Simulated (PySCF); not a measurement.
Computed IR spectrum (relative IR intensity) of a molecule C5H7F. Geometry: PBE0-D3(BJ)/def2-SVP. The values are those of a single conformer. All values below come from PBE0-D3(BJ)/def2-SVP run with PySCF. No scaling factor is applied to the harmonic values.

Lines under 2 % of the strongest are left out, and lines within 2 cm⁻¹ are merged.

```tsv
ν (cm⁻¹)	relative intensity
188	3.0
311	3.4
433	4.9
583	5.5
792	5.4
881	34
948	17
956	3.8
980	16
1042	5.0
1102	10
1168	100
1211	7.7
1230	10.0
1253	11
1330	3.5
1377	49
1396	21
1442	14
1451	6.2
1459	28
1750	11
3047	18
3063	39
3069	51
3128	8.7
3134	15
3165	9.6
3213	11
```

**Question.** Pick the molecule that these values belong to.
A) C=C(F)/C=C/C
B) CC1=CC[C@@H]1F
C) C=C1CC[C@@H]1F
D) C=CCC(=C)F

**Answer.** B, CC1=CC[C@@H]1F
